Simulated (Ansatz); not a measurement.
`C[NH][GaH2]` and `C[NH][SnH3]` differ in one atom or group.

Ansatz, PBE0-D4/def2-TZVP geometries, multiplicity 1. 

Elements past krypton have def2 core potentials. Scalar relativity is left out up to krypton.

| property | `C[NH][GaH2]` |
| --- | --- |
| LUMO energy (PBE0/def2-TZVPP) / eV | -0.75 |
| HOMO energy (PBE0/def2-TZVPP) / eV | -6.73 |
| HOMO energy (B3LYP/def2-TZVPP) / eV | -6.54 |
| size of the dipole moment (ωB97M-V/def2-TZVPP) / D | 0.90 |
| HOMO–LUMO gap (PBE0/def2-TZVPP) / eV | 5.99 |
| HOMO energy (PBE/def2-TZVPP) / eV | -5.51 |

**Question.** Give the same properties after the change, and the shifts. (Estimate.)

**Answer.** Computed: 
| property | `C[NH][SnH3]` | shift |
| --- | --- | --- |
| LUMO energy (PBE0/def2-TZVPP) / eV | -0.04 | 0.71 |
| HOMO energy (PBE0/def2-TZVPP) / eV | -6.50 | 0.23 |
| HOMO energy (B3LYP/def2-TZVPP) / eV | -6.28 | 0.26 |
| size of the dipole moment (ωB97M-V/def2-TZVPP) / D | 0.79 | -0.11 |
| HOMO–LUMO gap (PBE0/def2-TZVPP) / eV | 6.46 | 0.47 |
| HOMO energy (PBE/def2-TZVPP) / eV | -5.15 | 0.36 |

With PBE0 the HOMO rises by 0.23 eV and the LUMO rises by 0.71 eV, so the gap widens by about 0.48 eV. PBE moves the HOMO by 0.36 eV and ωB97M-V by 0.22 eV. The zero-point energy changes by 16.1 kJ/mol with +3 modes. Dipoles are sizes alone; their direction can turn.

B3LYP here is the variant with VWN-RPA as its local correlation; programs differ in this.
